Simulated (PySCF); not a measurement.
Species: C₅H₆F₄O₂.
Bonds: F1–C2, C2–F3, C2–C4, C4–C5, C5–F6, C5–F7, C4–C8, C8–O9, O9–C10, C10–O11, C4–O11. Hydrogens: H12 on C2; H13 on C5; H14, H15 on C8; H16, H17 on C10.

A GFN2-xTB structure was refined with PBE0-D3(BJ)/def2-SVP geometry optimisation, gas phase (PySCF 2.14.0). Its GFN2-xTB values:

| coordinate | GFN2-xTB |
| --- | --- |
| F1–C2 | 1.348 Å |
| C2–F3 | 1.349 Å |
| C2–C4 | 1.542 Å |
| C2–H12 | 1.101 Å |
| C4–C8 | 1.550 Å |
| C4–O11 | 1.410 Å |
| C8–O9 | 1.404 Å |
| C8–H14 | 1.099 Å |
| C8–H15 | 1.090 Å |
| O9–C10 | 1.387 Å |
| C10–O11 | 1.418 Å |
| C10–H16 | 1.092 Å |
| C10–H17 | 1.107 Å |
| F1–C2–F3 | 106.7° |
| F1–C2–C4 | 111.2° |
| C2–C4–C5 | 110.4° |
| C2–C4–O11 | 109.7° |
| F3–C2–C4 | 111.3° |
| C4–C5–F6 | 110.5° |
| C4–O11–C10 | 107.6° |
| C5–C4–O11 | 108.3° |
| F1–C2–C4–C5 | 39° |
| C2–C4–C8–O9 | 135° |
| C2–C4–O11–C10 | -115° |
| O9–C10–O11–C4 | -25° |

Question: How do these coordinates change at the PBE0-D3(BJ)/def2-SVP level?

Answer: 
```tsv
coordinate	PBE0-D3(BJ)/def2-SVP (Å or °)	change
C2–C4	1.526	-0.016
C4–C8	1.539	-0.011
C8–H14	1.108	+0.009
C10–H16	1.100	+0.008
C8–H15	1.097	+0.007
C8–O9	1.399	-0.005
C10–O11	1.413	-0.005
C4–O11	1.405	-0.005
C10–H17	1.111	+0.004
C2–H12	1.104	+0.003
O9–C10	1.384	-0.003
C2–F3	1.348	-0.001
F1–C2	1.349	+0.001
F1–C2–F3	108.1	+1.4
C2–C4–C5	111.6	+1.2
C4–C5–F6	109.6	-0.9
F3–C2–C4	110.5	-0.8
C2–C4–O11	108.9	-0.8
C5–C4–O11	107.7	-0.6
F1–C2–C4	110.6	-0.6
C4–O11–C10	108.2	+0.6
C2–C4–O11–C10	-121	-6
O9–C10–O11–C4	-19	+6
C2–C4–C8–O9	139	+4
F1–C2–C4–C5	44	+5
```

The energy falls by 3.7 kJ/mol over 5 energy and gradient evaluations, the largest force component goes from 0.0093 to 4.1e-04 Eh/bohr, and the atoms move by 0.084 Å rms after alignment. Among the bonds, C2–C4 and C4–C5 change most and about equally (-0.016 to -0.015 Å). Bonds longer at the end by more than 0.005 Å: 3 of 17; shorter: 5. Rotational constants go from 1439, 1042, 825.3 to 1482, 1043, 841.8 MHz.

The run used 184 basis functions and 36 SCF cycles in all.

PBE0-D3(BJ)/def2-SVP frequencies: not computed here. The numbers are those of one conformer.
